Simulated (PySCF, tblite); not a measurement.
Question: Write Cartesian coordinates for `O=[P@](P)(c1ccco1)C(F)(F)F` as optimised with GFN2-xTB.

Answer: 
```xyz
17
C5H5F3O2P2 angstrom
O     -1.4803    0.7815   -1.9451
P     -1.0966    0.4895   -0.5615
P     -1.4509    1.9558    1.0104
C      0.6039   -0.0092   -0.2661
C      1.5571   -0.6935   -0.9681
C      2.7025   -0.7040   -0.1421
C      2.3612   -0.0253    0.9901
O      1.0971    0.4017    0.9248
C     -2.0322   -1.0299    0.0666
F     -1.7957   -2.0875   -0.7112
F     -1.7018   -1.3715    1.3166
F     -3.3483   -0.7960    0.0562
H     -0.7586    2.8867    0.2318
H     -2.6696    2.2855    0.4136
H      1.4406   -1.1274   -1.9400
H      3.6483   -1.1536   -0.3631
H      2.9162    0.2090    1.8773
```

Orientation and origin are arbitrary. Atoms count from 1 in this order. All 3 C–F bonds measure 1.334 to 1.337 Å. P3 (three-coordinate phosphorus) is pyramidal (angles 92.1°, 89.6° and 88.0°, sum 269.7°, 0.90 Å off the plane of its three neighbours). P2 (phosphoryl phosphorus) is distorted tetrahedral (angles from 101.0° to 120.3°). The 3 C–C bonds span 1.363 Å (C6–C7, aromatic) to 1.412 Å (C5–C6, aromatic), a spread of 0.049 Å.

Bonds between heavy atoms (Å): O1=P2 1.465, P2–P3 2.179, P2–C4 1.797, C4–C5 1.367, C5–C6 1.412, C6–C7 1.363, C7–O8 1.336, P2–C9 1.892, C9–F10 1.334, C9–F11 1.337, C9–F12 1.337, C4–O8 1.353.

Structure optimised with GFN2-xTB, isolated species.

Point group: C1 (no symmetry element, even within 0.4 Å). Its GFN2-xTB frequencies are all real (lowest 22 cm⁻¹). One conformer, not necessarily the lowest (O1–P2–P3–H -54° and 39°, O1–P2–C4–C5 -32°). 3 starts were optimised and ended at 0.00, 0.01 and 0.63 kcal/mol (GFN2-xTB); the lowest of these is shown.

All values are computed, not measured.
